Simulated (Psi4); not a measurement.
C6H4Cl (SMILES Clc1[c]cccc1), doublet, at a GFN2-xTB geometry; R2SCAN/STO-3G (Psi4).

Here is a job for Psi4.
```
memory 2 GB

molecule mol {
0 2
  Cl    2.177078   -0.591861   -0.072876
  C     0.500236   -0.172433   -0.017056
  C    -0.488838   -1.110944    0.005753
  C    -1.818750   -0.828699    0.049594
  C    -2.194145    0.514788    0.072750
  C    -1.219601    1.496674    0.050765
  C     0.124006    1.170977    0.006126
  H    -2.564645   -1.608234    0.066182
  H    -3.241350    0.775637    0.107601
  H    -1.508291    2.537416    0.068637
  H     0.886510    1.934632   -0.011115
}

set basis sto-3g
set reference uks
set dft_spherical_points 974

energy('r2scan')
print_variables()
```

Q: Predict the main parts of the log of this Psi4 run.

A: 
```
   => Loading Basis Set <=

    Name: STO-3G
    Role: ORBITAL
    Keyword: BASIS

         ---------------------------------------------------------
                                   SCF
               by Justin Turney, Rob Parrish, Andy Simmonett
                          and Daniel G. A. Smith
                              UKS Reference
         ---------------------------------------------------------

  ==> Geometry <==

    Molecular point group: c1
    Full point group: C1

    Geometry (in Angstrom), charge = 0, multiplicity = 2:

       Center              X                  Y                   Z               Mass
    ------------   -----------------  -----------------  -----------------  -----------------
         CL           2.100620967375    -0.554163625808    -0.070172479947    34.968852682000
         C            0.423778967375    -0.134735625808    -0.014352479947    12.000000000000
         C           -0.565295032625    -1.073246625808     0.008456520053    12.000000000000
         C           -1.895207032625    -0.791001625808     0.052297520053    12.000000000000
         C           -2.270602032625     0.552485374192     0.075453520053    12.000000000000
         C           -1.296058032625     1.534371374192     0.053468520053    12.000000000000
         C            0.047548967375     1.208674374192     0.008829520053    12.000000000000
         H           -2.641102032625    -1.570536625808     0.068885520053     1.007825032230
         H           -3.317807032625     0.813334374192     0.110304520053     1.007825032230
         H           -1.584748032625     2.575113374192     0.071340520053     1.007825032230
         H            0.810052967375     1.972329374192    -0.008411479947     1.007825032230

  Running in c1 symmetry.

  Rotational constants: A =      0.20597  B =      0.05256  C =      0.04187 [cm^-1]
  Rotational constants: A =   6174.68642  B =   1575.66850  C =   1255.33076 [MHz]
  Nuclear repulsion =  305.293296547581519

  Charge       = 0
  Multiplicity = 2
  Electrons    = 57
  Nalpha       = 29
  Nbeta        = 28

  ==> Algorithm <==

  SCF Algorithm Type is DF.
  DIIS enabled.
  MOM disabled.
  Fractional occupation disabled.
  Guess Type is SAD.
  Energy threshold   = 1.00e-06
  Density threshold  = 1.00e-06
  Integral threshold = 1.00e-12

  ==> Primary Basis <==

  Basis Set: STO-3G
    Blend: STO-3G
    Number of shells: 27
    Number of basis functions: 43
    Number of Cartesian functions: 43
    Spherical Harmonics?: true
    Max angular momentum: 1

  ==> DFT Potential <==

   => LibXC <=

    Version 7.1.2
    S. Lehtola, C. Steigemann, M. J. T. Oliveira, and M. A. L. Marques,  SoftwareX 7, 1–5 (2018) (10.1016/j.softx.2017.11.002)

   => Composite Functional: R2SCAN <=

    r2SCAN Meta-GGA XC Functional  (0.1021/acs.jpclett.0c02405)
    J. W. Furness, A. D. Kaplan, J. Ning, J. P. Perdew, J. Sun  J. Phys. Chem. Lett.  11, 8208–8215, 2020

    Deriv               =              1
    GGA                 =           TRUE
    Meta                =           TRUE

    Exchange Hybrid     =          FALSE
    MP2 Hybrid          =          FALSE

   => Exchange Functionals <=

    1.0000   XC_MGGA_X_R2SCAN

   => Correlation Functionals <=

    1.0000   XC_MGGA_C_R2SCAN

   => LibXC Density Thresholds  <==

    XC_MGGA_C_R2SCAN:  1.00E-15
    XC_MGGA_X_R2SCAN:  1.00E-11

   => Molecular Quadrature <=

    Radial Scheme          =       TREUTLER
    Pruning Scheme         =           NONE
    Nuclear Scheme         =       TREUTLER

    Blocking Scheme        =         OCTREE
    BS radius alpha        =              1
    Pruning alpha          =              1
    Radial Points          =             75
    Spherical Points       =            974
    Total Points           =         734574
    Total Blocks           =           5203
    Max Points             =            256
    Max Functions          =             39
    Weights Tolerance      =       1.00E-15

   => Loading Basis Set <=

    Name: (STO-3G AUX)
    Role: JKFIT
    Keyword: DF_BASIS_SCF

  ==> Integral Setup <==

  SCF_SUBTYPE=INCORE selected. In-core MEM_DF algorithm will be used.
  Using in-core AOs.

  ==> MemDFJK: Density-Fitted J/K Matrices <==

    J tasked:                   Yes
    K tasked:                    No
    wK tasked:                   No
    Algorithm:                 Core
    Schwarz Cutoff:           1E-12
    Mask sparsity (%):       3.7858
    Fitting Condition:        1E-10

   => Auxiliary Basis Set <=

  Basis Set: (STO-3G AUX)
    Blend: DEF2-UNIVERSAL-JKFIT
    Number of shells: 212
    Number of basis functions: 650
    Number of Cartesian functions: 769
    Spherical Harmonics?: true
    Max angular momentum: 4

  Minimum eigenvalue in the overlap matrix is 1.6466228957E-01.
  Reciprocal condition number of the overlap matrix is 6.4376887159E-02.
    Using symmetric orthogonalization.

  ==> Pre-Iterations <==

  SCF Guess: Superposition of Atomic Densities via on-the-fly atomic UHF (no occupation information).

   -------------------------
    Irrep   Nso     Nmo
   -------------------------
     A         43      43
   -------------------------
    Total      43      43
   -------------------------

  ==> Iterations <==

                           Total Energy        Delta E     RMS |[F,P]|

   @DF-UKS iter SAD:  -680.94601734762466   -6.80946e+02   0.00000e+00
   @DF-UKS iter   1:  -683.16476974767397   -2.21875e+00   4.68445e-03 DIIS/ADIIS
   @DF-UKS iter   2:  -683.13336099416756    3.14088e-02   7.27702e-03 DIIS/ADIIS
   @DF-UKS iter   3:  -683.19573006826204   -6.23691e-02   1.09290e-03 DIIS/ADIIS
   @DF-UKS iter   4:  -683.19722572041462   -1.49565e-03   5.58951e-04 DIIS/ADIIS
   @DF-UKS iter   5:  -683.19770224635442   -4.76526e-04   1.95721e-04 DIIS/ADIIS
   @DF-UKS iter   6:  -683.19778829612778   -8.60498e-05   7.42504e-05 DIIS
   @DF-UKS iter   7:  -683.19783004466092   -4.17485e-05   5.74434e-05 DIIS
   @DF-UKS iter   8:  -683.19784223761314   -1.21930e-05   2.78713e-05 DIIS
   @DF-UKS iter   9:  -683.19784852343844   -6.28583e-06   1.60772e-05 DIIS
   @DF-UKS iter  10:  -683.19784922174426   -6.98306e-07   8.26074e-06 DIIS
   @DF-UKS iter  11:  -683.19784941006128   -1.88317e-07   1.06654e-06 DIIS
   @DF-UKS iter  12:  -683.19784941281284   -2.75156e-09   6.82827e-07 DIIS
  Energy and wave function converged.

  ==> Post-Iterations <==

   Electrons on quadrature grid:
      Nalpha   =   29.0000000004 ; deviation = 3.953e-10
      Nbeta    =   28.0000000047 ; deviation = 4.716e-09
      Ntotal   =   57.0000000051 ; deviation = 5.111e-09

   @Spin Contamination Metric:   1.638014920E-02
   @S^2 Expected:                7.500000000E-01
   @S^2 Observed:                7.663801492E-01
   @S   Expected:                5.000000000E-01
   @S   Observed:                5.000000000E-01

    Orbital Energies [Eh]
    ---------------------

    Alpha Occupied:

[...]
    Alpha Virtual:

[...]
    Beta Occupied:

[...]
      28A     -0.171598

    Beta Virtual:

[...]
    Final Occupation by Irrep:
              A
    DOCC [    28 ]
    SOCC [     1 ]
    NA   [    29 ]
    NB   [    28 ]

  @DF-UKS Final Energy:  -683.19784941281284

   => Energetics <=

    Nuclear Repulsion Energy =            305.2932965475815195
    One-Electron Energy =               -1543.0012985965086045
    Two-Electron Energy =                 616.6255377773002238
    DFT Exchange-Correlation Energy =     -62.1153851411859890
    Empirical Dispersion Energy =           0.0000000000000000
    VV10 Nonlocal Energy =                  0.0000000000000000
    Total Energy =                       -683.1978494128128432

  UHF NO Occupations:
  HONO-2 :   27  A 1.9989427
  HONO-1 :   28  A 1.9941765
  HONO-0 :   29  A 1.0000000
  LUNO+0 :   30  A 0.0058235
  LUNO+1 :   31  A 0.0010573
  LUNO+2 :   32  A 0.0004939
  LUNO+3 :   33  A 0.0002992

Computation Completed

Properties will be evaluated at   0.000000,   0.000000,   0.000000 [a0]

Properties computed using the SCF density matrix

 Multipole Moments:

 ------------------------------------------------------------------------------------
     Multipole            Electronic (a.u.)      Nuclear  (a.u.)        Total (a.u.)
 ------------------------------------------------------------------------------------

 L = 1.  Multiply by 2.5417464519 to convert [e a0] to [Debye]
 Dipole X            :          7.4282138           -8.2355263           -0.8073126
 Dipole Y            :         -3.7063685            4.0605345            0.3541660
 Dipole Z            :         -0.2630444            0.2912175            0.0281731
 Magnitude           :                                                    0.8820323

 ------------------------------------------------------------------------------------

  Variable Map:
  ----------------------------------------------------------------------------
[...]
  Array Variable Map:
  ----------------------------------------------------------------------------
[...]
[...]
```
